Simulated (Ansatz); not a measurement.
Z-matrix (Å, degrees):
```
Si
O 1 1.641
H 1 1.487 2 110.8
H 1 1.485 2 108.9 3 120.6
H 1 1.485 2 108.9 3 -120.6
B 2 1.370 1 132.6 3 0.1
N 6 1.395 2 119.4 1 179.9
H 6 1.202 2 120.9 1 -0.1
H 7 1.003 6 122.6 2 -180.0
H 7 1.006 6 122.7 2 0.0
```

The species carries charge 0 and has multiplicity 1.

**Question.** List the CAM-B3LYP/def2-TZVPP orbital energies in eV (the Gaussian-basis code of Ansatz). (Best estimate.)

**Answer.** Ansatz gave: Occupied: -1801.33, -522.40, -391.20, -186.00, -145.83, -101.19, -101.14, -101.14, -29.55, -25.70, -17.92, -16.01, -15.45, -14.28, -13.07, -12.86, -11.15, -10.74, -10.19, -9.37. Lowest empty: 1.41, 1.99, 2.05, 2.68, 2.75, 2.93, 3.06, 4.14.
